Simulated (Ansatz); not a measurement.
Ta₂Si₂, relaxed as a singlet with RKS PBE0-D4/def2-SVP in Ansatz, starting from the GFN2-xTB geometry. Force threshold 0.02 eV/Å.

In the def2 sets Ta takes a core potential; there is no spin–orbit coupling. The restricted singlet is unstable towards broken spin symmetry at other levels; at PBE0-D4/def2-SVP this wasn't settled. The structure comes from a short search, and lower isomers may exist.

Start:

```xyz
4

Ta    1.738    1.030    0.703
Ta    0.298   -2.034    1.586
Si   -1.356   -0.491   -0.777
Si   -0.680    1.495   -1.512
```

| step | energy (eV) | largest force component (eV/Å) | SCF passes |
| --- | --- | --- | --- |
| 1 | -18832.4292 | 2.507 | 193 |
| 2 | -18834.2673 | 3.468 | 241 |
| 3 | -18836.6360 | 4.483 | 102 |
| 4 | -18838.9566 | 4.536 | 72 |
| 5 | -18840.2686 | 1.445 | 58 |
| 6 | -18840.3566 | 1.282 | 48 |
| 7 | -18840.4570 | 0.159 | 52 |
| 8 | -18840.4586 | 0.014 | 47 |

Force components are those of the run's own axes.

End:

Cartesian coordinates in Å:
```
Ta 1.0631 0.5255 0.5060
Ta 0.3937 -1.4770 1.2850
Si -1.0163 -0.5228 -0.4777
Si -0.4404 1.4743 -1.3133
```

Bonds formed: Ta1–Si3 (atoms count from 1).

No frequencies were taken in this run, so the end may be a saddle point.

Hardware: 4 threads of Arm Neoverse V1 on a shared host. Wall time 32 s.
